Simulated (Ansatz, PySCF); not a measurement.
Input for Ansatz (a program for electronic structure):
Ansatz 0.2 input:
```yaml
crystal:
  periodic: [false, false, false]
  atoms:
    - {symbol: Al, position_ang: [-0.69413631, 0.46101638, 0.73783097]}
    - {symbol: C, position_ang: [-1.81733312, 1.34047296, 2.08496114]}
    - {symbol: H, position_ang: [-2.53178019, 0.62537184, 2.51072296]}
    - {symbol: H, position_ang: [-2.36155384, 2.17998299, 1.63499360]}
    - {symbol: H, position_ang: [-1.15906810, 1.71493517, 2.87853154]}
    - {symbol: O, position_ang: [0.29241135, -0.23991573, -0.33610933]}
    - {symbol: Si, position_ang: [1.35976930, -0.95822049, -1.52077545]}
    - {symbol: H, position_ang: [0.56876578, -0.79052774, -2.73690771]}
    - {symbol: H, position_ang: [1.49147977, -2.32051420, -1.01112635]}
    - {symbol: H, position_ang: [2.54386611, -0.11088583, -1.39805267]}
basis:
  gaussian:
    orbitals: STO-3G
hamiltonian:
  xc: b3lyp
total_charge: 1
accuracy: high
```

**Question.** Convert this to an input for PySCF.

**Answer.** This is not unique; one that fits is 
```python
from pyscf import gto, scf, dft

mol = gto.M(
    atom='''
Al   -0.69413631    0.46101638    0.73783097
C    -1.81733312    1.34047296    2.08496114
H    -2.53178019    0.62537184    2.51072296
H    -2.36155384    2.17998299    1.63499360
H    -1.15906810    1.71493517    2.87853154
O     0.29241135   -0.23991573   -0.33610933
Si    1.35976930   -0.95822049   -1.52077545
H     0.56876578   -0.79052774   -2.73690771
H     1.49147977   -2.32051420   -1.01112635
H     2.54386611   -0.11088583   -1.39805267
''',
    basis='sto-3g',
    charge=1,
    verbose=4,
)

mf = dft.RKS(mol)
mf.xc = 'b3lyp'
mf.grids.atom_grid = (99, 590)
mf.grids.prune = None
mf.kernel()
```

Both were run: Ansatz gave -640.963205 Eh and PySCF -640.963204 Eh, 0.000 mEh apart.
